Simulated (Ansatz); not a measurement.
A calculation with Ansatz (development build ahead of 0.2.0).

```yaml
crystal:
  periodic: [false, false, false]
  atoms:
    - { symbol: Cr, position_ang: [0.0, 0.0, 0.0] }
basis:
  gaussian: { orbitals: def2-TZVP }
magnetization:
  spin_polarized: true
  initial_magnetization: 6
hamiltonian:
  xc: hf
correlation:
  method: mp2
  frozen_orbitals: { Cr: 5 }
```

The input is written out in the form of the current development build from the run's settings.

Output:

```
Converged                       : yes
Reference energy                : -1043.33452 hartree
Correlation energy              : -0.32615 hartree
Total energy                    : -1043.66067 hartree
Spin squared of the determinant : 12.000
```
